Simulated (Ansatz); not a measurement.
Gas-phase electronic energies from Ansatz, PBE0-D4/def2-TZVP geometries. CCSD(T)/CBS adds triple-zeta CCSD(T) − MP2 to the extrapolated MP2 energy (def2 sets, frozen cores). DFT in def2-TZVPP. B3LYP here is the variant with VWN-RPA as its local correlation; programs differ in this. def2 core potentials past Kr. For Te outer-core shells are correlated without core-valence functions, which leaves a few kJ/mol of doubt a bond. One conformer a species, not always the lowest.

Consider the substitution at a C–C bond: `[SiH3]CC1=C[Te]1` + `O[SiH2]F` → `F[SiH2]OC[SiH3]` + `C1=C[Te]1`.

```json
{"level": "PBE-D4", "ΔE (kcal/mol)": "24.7", "difference from CCSD(T)/CBS": "0.0"}
{"level": "r2SCAN-D4", "ΔE (kcal/mol)": "24.8", "difference from CCSD(T)/CBS": "0.1"}
{"level": "B3LYP-D4", "ΔE (kcal/mol)": "23.3", "difference from CCSD(T)/CBS": "-1.4"}
{"level": "ωB97X-V", "ΔE (kcal/mol)": "22.5", "difference from CCSD(T)/CBS": "-2.2"}
{"level": "PBE", "ΔE (kcal/mol)": "23.7", "difference from CCSD(T)/CBS": "-1.0"}
{"level": "B3LYP", "ΔE (kcal/mol)": "21.7", "difference from CCSD(T)/CBS": "-3.0"}
{"level": "HF/def2-TZVPP", "ΔE (kcal/mol)": "20.7", "difference from CCSD(T)/CBS": "-4.0"}
{"level": "MP2/def2-TZVPP", "ΔE (kcal/mol)": "27.8", "difference from CCSD(T)/CBS": "3.1"}
{"level": "SCS-MP2/def2-TZVPP", "ΔE (kcal/mol)": "25.1", "difference from CCSD(T)/CBS": "0.4"}
{"level": "CCSD/def2-TZVPP", "ΔE (kcal/mol)": "23.3", "difference from CCSD(T)/CBS": "-1.4"}
{"level": "CCSD(T)/def2-TZVPP", "ΔE (kcal/mol)": "23.9", "difference from CCSD(T)/CBS": "-0.8"}
{"level": "MP2/def2-QZVPP", "ΔE (kcal/mol)": "28.2", "difference from CCSD(T)/CBS": "3.5"}
{"level": "SCS-MP2/def2-QZVPP", "ΔE (kcal/mol)": "25.5", "difference from CCSD(T)/CBS": "0.8"}
{"level": "HF/CBS(def2)", "ΔE (kcal/mol)": "20.5", "difference from CCSD(T)/CBS": "-4.2"}
{"level": "MP2/CBS(def2)", "ΔE (kcal/mol)": "28.6", "difference from CCSD(T)/CBS": "3.9"}
{"level": "CCSD/CBS(def2)", "ΔE (kcal/mol)": "24.1", "difference from CCSD(T)/CBS": "-0.6"}
{"level": "CCSD(T)/CBS", "ΔE (kcal/mol)": "24.7", "difference from CCSD(T)/CBS": "0"}
```

Largest T1 diagnostic among the species: 0.012.

In def2-TZVPP, CCSD(T) changes the Hartree–Fock value by +3.2 kcal/mol (the triples alone add +0.6 kcal/mol) and MP2 by +7.1 kcal/mol. The D4 term adds +1.6 kcal/mol with B3LYP and +0.9 kcal/mol with PBE0; it sums over pairs of atoms, weighted by their polarisabilities, and B3LYP, whose exchange is more repulsive, gets the larger term.
